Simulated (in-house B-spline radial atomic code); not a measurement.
**Ionising Hf IV (Hf3+) with different functionals**

Computed with a B-spline radial code for spherical atoms: four-component Dirac-Coulomb Hamiltonian, Fermi nucleus of rms radius 5.347 fm, spin-restricted, spherical fractional occupations for the functionals. The ionisation energy is the difference of two self-consistent energies, [Xe] 4f14 5d1 → [Xe] 4f14, without Breit or QED terms; ε is the level of the shell that loses the electron (mean over j). The electron is taken from both j subshells in proportion to 2j + 1, so the result is a j average, not the step between ground levels.

Hybrids are left out here: with spherical fractional occupations of an open shell their exact exchange keeps a self-interaction that integer-occupation calculations don't have.

```csv
method,rung,ΔSCF (eV),-ε(5d) (eV)
LDA VWN5,LDA,33.12,27.41
relativistic LDA,LDA,33.14,27.42
LDA PW92,LDA,33.12,27.41
LDA exchange-only,LDA,31.69,26.02
PBE,GGA,32.83,27.10
PBEsol,GGA,32.80,27.08
BLYP,GGA,32.87,27.13
RPBE,GGA,32.76,27.02
PW91,GGA,?,?
BP86,GGA,32.83,27.15
AM05,GGA,?,?
OLYP,GGA,32.87,27.05
```

Q: What does PW91 give?

A: ΔSCF 32.94 eV, and -ε(5d) = 27.19 eV.

Q: What does AM05 give?

A: ΔSCF 32.77 eV, and -ε(5d) = 27.05 eV.

Q: How do they compare with the NIST value?

A: NIST lists 33.37 eV ± 0.025 (semi-empirical, ground level to ground level). Errors run from -1.68 to -0.23 eV; relativistic LDA is closest (-0.23 eV), though others lie within the uncertainty of it, and part of that can be cancellation, since the calculations leave out Breit-QED terms, spin polarisation, the choice among j levels, multiplet and fine-structure energies.
